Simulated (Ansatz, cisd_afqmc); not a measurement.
Species: CH4FSi, charge 0, doublet. CH4FSi (SMILES [SiH3][CH]F, doublet).
B3LYP-D3(BJ)/def2-TZVP minimum from Ansatz (an electronic-structure program):
```xyz
7

C     -0.8049    -0.2632     0.0757
F     -1.0963    -0.4400    -1.2322
Si     0.8827     0.3278     0.5585
H     -1.6476    -0.5045     0.7144
H      1.9292    -0.6190     0.1028
H      1.1727     1.6550    -0.0361
H      0.8841     0.4184     2.0355
```
Charge 0, spin multiplicity 2.

Atomisation energy term by term, kcal/mol (programs: Ansatz, cisd_afqmc). Open shells are spin-unrestricted; no spin-orbit coupling. Cores are frozen in correlated methods. Rows without X2C or -DK are non-relativistic. AFQMC is phaseless with a CISD trial state; ± is one standard error, without the phaseless bias. Outlying blocks are dropped, and bars are widened where a walk drifts. Over all cases where full CI ran beside it in this data, AFQMC minus full CI had a median of +0.1 mEh and passed +0.4 mEh in a tenth of the cases. CBS(X,Y): correlation extrapolated as X^-3, Hartree-Fock from the larger set. A bracket is a step between two methods taken in the basis named. '+ core + X2C': CCSD(T) terms for core correlation (cc-pwCVTZ, 1s frozen past Ne) and scalar relativity (cc-pVTZ-DK). For partners of very few electrons the exact lower level stands in for a higher one.

```
term                                       basis  kcal/mol
------------------  ----------------------------  --------
Hartree-Fock                         cc-pV(Q+d)Z    393.54
CCSD correlation    CBS(cc-pV(T+d)Z,cc-pV(Q+d)Z)    125.76
(T)                 CBS(cc-pV(T+d)Z,cc-pV(Q+d)Z)      6.77
CCSDT(Q) - CCSD(T)                   cc-pV(D+d)Z      0.55
core correlation                       cc-pwCVTZ      0.84
scalar relativity                X2C, cc-pVTZ-DK     -1.02
sum: De                                              526.4
```

The step beyond CCSD(T) by other levels: AFQMC/CISD in cc-pV(D+d)Z 0.97 ± 0.64 kcal/mol.
